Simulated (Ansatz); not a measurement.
Born–Oppenheimer molecular dynamics of a periodic cell of 30 atoms, H3CCl (contents 6 CH3Cl, density as packed 0.70 g/cm³ with natural masses). It starts from a partly relaxed structure (largest force component 0.25 eV/Å).

These are results of Ansatz, DFT PBE, scalar-relativistic, plane waves, PAW, not measurements. Settings: accuracy low, cutoff 420 eV, k mesh 1x1x1, fermi-dirac smearing 0.02 eV, no spin polarisation.

* ensemble: NVT, Langevin thermostat
* time step: 0.75 fs
* steps asked: 300
* set temperature: 700 K
* friction: 0.02 /fs
* seed: 436291

First frame:

```xyz
30
Lattice="8.9528 0.0000 0.0000 0.0000 8.9528 0.0000 0.0000 0.0000 8.9528" Properties=species:S:1:pos:R:3
C 1.604 5.483 2.060
Cl 0.779 3.970 1.562
H 0.845 6.198 2.402
H 2.295 5.245 2.876
H 2.155 5.880 1.206
C 6.945 1.992 8.582
Cl 6.375 1.821 10.264
H 7.619 2.850 8.519
H 7.484 1.084 8.309
H 6.077 2.140 7.924
C 0.434 3.792 5.000
Cl 1.040 3.349 6.633
H 0.183 4.860 5.004
H 1.222 3.586 4.274
H -0.449 3.184 4.763
C 8.453 8.769 5.915
Cl 8.962 8.747 4.202
H 7.434 9.167 5.964
H 8.479 7.744 6.304
H 9.142 9.406 6.483
C 4.442 8.188 7.497
Cl 3.387 8.323 8.938
H 5.372 8.748 7.688
H 4.669 7.130 7.339
H 3.909 8.611 6.629
C 6.977 5.415 7.474
Cl 6.424 5.665 9.155
H 6.975 6.384 6.964
H 7.989 4.991 7.494
H 6.284 4.729 6.970
```

(1) What does the run give?

(2) What happens to the structure?

(3) How do temperature and energy run in time?

Results:

(1) All steps were run.

```json
{
 "steps done": "300",
 "time covered": "225 fs",
 "mean temperature over the second half": "725 K",
 "spread of the potential energy over the second half": "8.3 meV per atom",
 "mean potential energy of the second half above the start": "54.5 meV per atom"
}
```

A run of 0.23 ps of so small a system gives no equilibrium averages. Limits of this set-up: coarse k mesh, low accuracy level.

(2) Mean squared displacements from the first frame to the last, about the centre of mass: C 1.13 Å², Cl 0.50 Å², H 3.80 Å². This is one draw of velocities; another would differ in detail.

(3) 
| time (fs) | T (K) | potential energy less start (eV) |
| --- | --- | --- |
| 0.0 | 677 | 0.000 |
| 11.2 | 506 | 0.977 |
| 22.5 | 556 | 0.701 |
| 33.8 | 537 | 1.305 |
| 45.0 | 458 | 1.830 |
| 56.2 | 587 | 1.863 |
| 67.5 | 664 | 1.293 |
| 78.8 | 617 | 1.511 |
| 90.0 | 701 | 1.691 |
| 101.2 | 853 | 1.496 |
| 112.5 | 807 | 1.684 |
| 123.8 | 781 | 1.474 |
| 135.0 | 903 | 1.407 |
| 146.2 | 710 | 1.424 |
| 157.5 | 615 | 1.754 |
| 168.8 | 719 | 1.731 |
| 180.0 | 714 | 1.472 |
| 191.2 | 752 | 1.257 |
| 202.5 | 629 | 1.506 |
| 213.8 | 653 | 2.234 |
| 225.0 | 828 | 1.346 |

Run time: 14 min on 1 thread of Arm Neoverse V1, on a shared host, peak memory 0.56 GiB.
